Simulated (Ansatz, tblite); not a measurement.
Cost and result up the ladder for Si20H28, a nanocrystal cut from cubic silicon (48 atoms). Total charge 0; singlet. Geometry: PBE-D4/def2-SVP.

```xyz
48

Si   -3.815   -0.843   -1.911
Si    1.720    1.998   -3.542
Si    2.440    2.880    0.693
Si   -3.221   -0.457    1.936
Si   -0.125    1.472    3.108
Si   -0.675    0.930   -0.620
Si   -0.255   -2.473   -2.250
Si    2.791   -0.669   -0.883
Si    0.244   -2.063    1.619
Si    3.366   -0.150    2.838
Si   -0.508    1.733   -2.824
Si   -2.952    0.512   -0.191
Si   -2.583   -2.832   -2.190
Si    0.147    2.441    0.978
Si    3.064    0.116   -3.085
Si    3.620    0.844    0.717
Si   -2.408    1.077    3.528
Si   -2.014   -2.468    2.142
Si    1.077   -0.551    3.222
Si    0.506   -1.094   -0.503
H    -5.255   -1.190   -1.616
H    -3.781   -0.068   -3.205
H     1.733    2.257   -5.029
H     2.313    3.203   -2.859
H     2.919    3.728    1.848
H     2.703    3.639   -0.583
H    -4.689   -0.722    2.185
H     0.434    2.419    4.147
H     0.092   -1.797   -3.553
H     0.474   -3.793   -2.208
H     3.549   -1.969   -0.735
H     1.043   -3.344    1.678
H     3.917    0.760    3.909
H     4.127   -1.452    2.882
H    -1.250    3.042   -2.944
H    -1.187    0.735   -3.729
H    -3.689    1.833   -0.199
H    -3.013   -3.496   -3.477
H    -2.903   -3.773   -1.057
H    -0.655    3.720    0.905
H     4.511    0.471   -3.328
H     2.690   -0.987   -4.045
H     5.085    1.105    0.449
H    -3.178    2.371    3.424
H    -2.588    0.526    4.922
H    -2.102   -2.938    3.575
H    -2.601   -3.540    1.261
H     0.882   -1.146    4.599
```

Ansatz on 2 threads of AMD EPYC 7R13 on a shared host and a share (18 GiB) of an NVIDIA H100 80GB HBM3; xTB runs through tblite on one thread. Times are rough, summed over both states, and most runs start from the orbitals of an earlier one. r2SCAN0-D4/def2-SVP serves as the yardstick here, not as an exact answer. The other state is a doublet.

The xTB rows come from tblite. Single mean-field runs in def2-SVP are fitted with def2-universal-jkfit.

Raw xTB energies of ions are shifted by several eV.

```json
{"level": "GFN1-xTB", "functions": "236", "wall time": "0.67 s", "vertical IE (eV)": "12.45", "difference from r2SCAN0-D4/def2-SVP (eV)": "4.13"}
{"level": "GFN2-xTB", "functions": "208", "wall time": "0.92 s", "vertical IE (eV)": "10.25", "difference from r2SCAN0-D4/def2-SVP (eV)": "1.93"}
{"level": "PBE-D4/def2-SVP (with forces)", "functions": "500", "wall time": "13 s", "vertical IE (eV)": "7.74", "difference from r2SCAN0-D4/def2-SVP (eV)": "-0.58"}
{"level": "PBE0-D4/def2-SVP", "functions": "500", "wall time": "14 s", "vertical IE (eV)": "8.23", "difference from r2SCAN0-D4/def2-SVP (eV)": "-0.09"}
{"level": "r2SCAN0-D4/def2-SVP (with forces)", "functions": "500", "wall time": "23 s", "vertical IE (eV)": "8.32", "difference from r2SCAN0-D4/def2-SVP (eV)": "0.00"}
```
